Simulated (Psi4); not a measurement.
Interaction energy of CH2O2 ··· H4OSi (SMILES O=CO and O[SiH3]). Monomers: optimised at B3LYP-D3(BJ) (def2-TZVP), held rigid. Orientation: a random orientation, not optimised. The monomers approach along the line of their centres of mass (distance R); nothing else relaxes.

Geometry at R = 4.38 Å (first 5 atoms: monomer A):
```
11

O      0.8116    -0.5388     0.0136
C     -0.4226    -0.0075    -0.0032
O     -0.6693     1.1634    -0.0206
H      1.4495     0.1945     0.0087
H     -1.1692    -0.8117     0.0016
Si    -0.5373     4.5179    -1.4513
O     -0.5463     3.4179    -2.6845
H     -0.6369     3.8556    -0.1269
H     -1.6611     5.4802    -1.5686
H      0.7489     5.2334    -1.5587
H     -1.3105     2.8460    -2.7854
```

- PBE/def2-TZVP, counterpoise-corrected (Psi4)
- PBE-D3(BJ)/def2-TZVP, counterpoise-corrected (Psi4)
- B3LYP/def2-TZVP, counterpoise-corrected (Psi4)
- SAPT0/jun-cc-pVDZ, frozen core (Psi4)

Interaction energies in kJ/mol; the last columns give the difference from SAPT0:

| R / Å | PBE/def2-TZVP | PBE-D3(BJ)/def2-TZVP | B3LYP/def2-TZVP | SAPT0/jun-cc-pVDZ | PBE/def2-TZVP − SAPT0/jun-cc-pVDZ | PBE-D3(BJ)/def2-TZVP − SAPT0/jun-cc-pVDZ | B3LYP/def2-TZVP − SAPT0/jun-cc-pVDZ |
|---|---|---|---|---|---|---|---|
| 3.79 | 13.96 | 9.25 | 17.36 | 11.81 | 2.15 | -2.57 | 5.55 |
| 3.97 | 6.01 | 1.92 | 8.73 | 3.90 | 2.10 | -1.99 | 4.83 |
| 4.15 | 1.73 | -1.79 | 4.03 | -0.22 | 1.94 | -1.57 | 4.25 |
| 4.38 | -0.81 | -3.67 | 1.14 | -2.49 | 1.67 | -1.18 | 3.62 |
| 4.57 | -1.63 | -4.00 | 0.09 | -3.07 | 1.44 | -0.93 | 3.17 |
| 4.77 | -1.88 | -3.82 | -0.39 | -3.11 | 1.23 | -0.71 | 2.72 |
| 5.06 | -1.78 | -3.20 | -0.61 | -2.76 | 0.98 | -0.44 | 2.15 |
| 5.37 | -1.47 | -2.49 | -0.65 | -2.27 | 0.80 | -0.22 | 1.63 |
| 5.91 | -0.98 | -1.55 | -0.62 | -1.58 | 0.60 | 0.03 | 0.96 |
| 6.55 | -0.64 | -0.94 | -0.56 | -1.08 | 0.43 | 0.14 | 0.52 |
| 7.57 | -0.40 | -0.52 | -0.41 | -0.64 | 0.24 | 0.13 | 0.23 |
| 8.90 | -0.25 | -0.29 | -0.26 | -0.37 | 0.12 | 0.08 | 0.11 |

PBE/def2-TZVP is furthest from SAPT0/jun-cc-pVDZ at 3.79 (2.15 kJ/mol, above); its mean absolute difference over the points is 1.14 kJ/mol.

PBE-D3(BJ)/def2-TZVP is furthest from SAPT0/jun-cc-pVDZ at 3.79 (-2.57 kJ/mol, below); its mean absolute difference over the points is 0.83 kJ/mol.

B3LYP/def2-TZVP is furthest from SAPT0/jun-cc-pVDZ at 3.79 (5.55 kJ/mol, above); its mean absolute difference over the points is 2.48 kJ/mol.
